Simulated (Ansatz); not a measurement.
This geometry of a periodic cell of 63 atoms, Si62As (host Si, host structure diamond, dopant As, one Si atom removed), cell charge +1 is a first-order saddle point.

These are results of DFT LDA, scalar-relativistic, plane waves, PAW in Ansatz, not measurements. Settings: PAW set soft_1, cutoff 420 eV, k mesh 1x1x1, fermi-dirac smearing 0.05 eV, no spin polarisation.

```xyz
63
Lattice="10.8600 0.0000 0.0000 0.0000 10.8600 0.0000 0.0000 0.0000 10.8600" Properties=species:S:1:pos:R:3
Si 5.439 -0.011 0.030
Si 6.815 1.278 1.437
Si 8.136 2.692 0.024
Si 9.514 4.077 1.350
Si 8.187 -0.099 2.815
Si 9.510 1.361 4.078
Si 0.003 0.020 -0.007
Si 1.379 1.348 1.368
Si 2.711 2.718 -0.002
Si 4.084 4.045 1.371
Si 5.406 5.424 -0.002
Si 6.788 6.789 1.359
Si 8.144 8.146 -0.004
Si 9.509 9.497 1.357
Si 2.734 -0.009 2.725
Si 4.123 1.301 4.100
Si 5.440 2.683 2.727
Si 6.783 4.067 4.070
Si 8.128 5.436 2.709
Si 9.418 6.871 4.027
Si 5.496 -0.069 5.465
Si 6.788 1.358 6.790
Si 8.143 2.718 5.430
Si 9.486 4.102 6.774
Si 8.129 0.010 8.141
Si 9.515 1.366 9.502
Si -0.018 5.447 -0.031
Si 1.356 6.766 1.349
Si 2.709 8.147 -0.003
Si 4.114 9.476 1.405
Si 0.004 2.724 2.693
Si 1.344 4.086 4.078
Si 2.713 5.424 2.698
Si 4.073 6.790 4.081
Si 5.483 8.111 2.772
Si -0.002 0.013 5.422
Si 1.358 1.367 6.809
Si 2.717 2.712 5.427
Si 4.061 4.078 6.804
Si 5.426 5.436 5.418
Si 6.742 6.835 6.740
As 7.495 8.849 4.742
Si 9.408 9.552 6.693
Si 2.713 0.017 8.152
Si 4.084 1.345 9.530
Si 5.405 2.720 8.151
Si 6.786 4.065 9.511
Si 8.110 5.472 8.102
Si 9.485 6.802 9.471
Si -0.003 8.154 2.706
Si 1.356 9.505 4.071
Si -0.072 5.496 5.397
Si 1.316 6.803 6.772
Si 2.704 8.144 5.432
Si 4.073 9.494 6.788
Si -0.016 2.745 8.131
Si 1.355 4.074 9.503
Si 2.678 5.448 8.128
Si 4.061 6.770 9.498
Si 5.426 8.156 8.141
Si 6.783 9.506 9.507
Si -0.081 8.180 8.070
Si 1.337 9.496 9.483
```

(1) Which two structures does it join? (They come from a converged band through this point; their orientation in space is the band's.)

(2) How far does it lie above each of them?

Answers

(1) The atom that moves furthest is As42, by 1.84 Å; four of its nearest neighbours are Si41 2.42, Si43 2.42, Si20 2.42, Si21 3.70 Å at the first end and Si5 2.42, Si21 2.42, Si35 2.42, Si20 3.73 Å at the last.

Image 0:

```xyz
63
Lattice="10.8600 0.0000 0.0000 0.0000 10.8600 0.0000 0.0000 0.0000 10.8600" Properties=species:S:1:pos:R:3
Si 5.415 0.005 -0.015
Si 6.759 1.365 1.350
Si 8.141 2.723 -0.006
Si 9.486 4.078 1.368
Si 8.142 0.050 2.667
Si 9.474 1.331 4.095
Si -0.025 0.009 0.003
Si 1.338 1.358 1.355
Si 2.703 2.718 -0.002
Si 4.064 4.083 1.356
Si 5.412 5.447 0.003
Si 6.798 6.808 1.388
Si 8.140 8.140 0.003
Si 9.475 9.480 1.387
Si 2.690 0.005 2.711
Si 4.058 1.363 4.052
Si 5.418 2.730 2.711
Si 6.782 4.067 4.078
Si 8.139 5.441 2.744
Si 9.493 6.788 4.115
Si 5.380 0.038 5.424
Si 6.798 1.326 6.766
Si 8.140 2.715 5.437
Si 9.503 4.062 6.798
Si 8.139 -0.030 8.134
Si 9.484 1.347 9.497
Si -0.007 5.428 0.008
Si 1.346 6.797 1.366
Si 2.703 8.143 -0.005
Si 4.060 9.523 1.356
Si -0.024 2.711 2.707
Si 1.351 4.073 4.078
Si 2.711 5.447 2.704
Si 4.091 6.808 4.094
Si 5.381 8.150 2.679
Si -0.019 -0.028 5.434
Si 1.346 1.349 6.778
Si 2.703 2.722 5.434
Si 4.075 4.077 6.780
Si 5.449 5.442 5.433
Si 6.821 6.790 6.784
As 7.996 8.290 5.288
Si 9.496 9.460 6.789
Si 2.711 0.010 8.127
Si 4.061 1.359 9.493
Si 5.413 2.710 8.129
Si 6.786 4.073 9.502
Si 8.155 5.429 8.146
Si 9.501 6.779 9.514
Si -0.017 8.141 2.744
Si 1.354 9.499 4.078
Si -0.007 5.426 5.448
Si 1.358 6.777 6.797
Si 2.706 8.139 5.437
Si 4.093 9.481 6.767
Si -0.006 2.707 8.148
Si 1.351 4.070 9.507
Si 2.714 5.427 8.148
Si 4.074 6.797 9.497
Si 5.451 8.142 8.134
Si 6.782 9.499 9.509
Si -0.004 8.125 8.151
Si 1.352 9.497 9.503
```

Image 6:

Only the atoms that move by more than 0.05 Å are listed.
```
Si5 8.101 -0.004 2.719
Si20 9.571 6.719 4.028
Si21 5.434 -0.004 5.386
Si35 5.434 8.189 2.719
Si41 6.743 6.719 6.856
As42 6.938 9.352 4.223
Si43 9.571 9.547 6.856
```

(2) 0.69 eV above the first and 0.70 eV above the second. This is the barrier of this one path; another mechanism may lie lower. Limits of this set-up: coarse k mesh, PAW files made for another functional, no spin, though dangling bonds at a vacancy may carry it, a typed lattice constant that wasn't relaxed here, charged cell in a uniform background, uncorrected.

Time of the run: 5.1 min on 4 threads of Arm Neoverse V1 (shared host), peak memory 3.4 GiB.
